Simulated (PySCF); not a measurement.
Tc²⁺: excitation energy

Tc²⁺ [Kr] 4d5 (6S) → Tc²⁺ [Kr] 4d4 5p1 (high-spin determinant), as a difference of total energies. Computed with PySCF 2.14 in def2-TZVPPD with the def2 core potential (28 electrons), with a scalar-relativistic core potential. Correlated levels: valence: 4s2 4p6 frozen. The calculations carry no spin-orbit coupling.

```csv
method,excitation energy (eV)
UHF,11.364
MP2 (valence),11.674
SCS-MP2 (valence),11.467
CCSD (valence),11.659
CCSD(T) (valence),11.659
```

Task: How much does correlation contribute at CCSD(T) (valence)?

Result: 11.659 − (11.364) = 0.295 eV, measured against UHF.

The determinant of the upper state mixes LS terms, which raises its energy above the lowest term, most at the Hartree-Fock and MP2 levels.
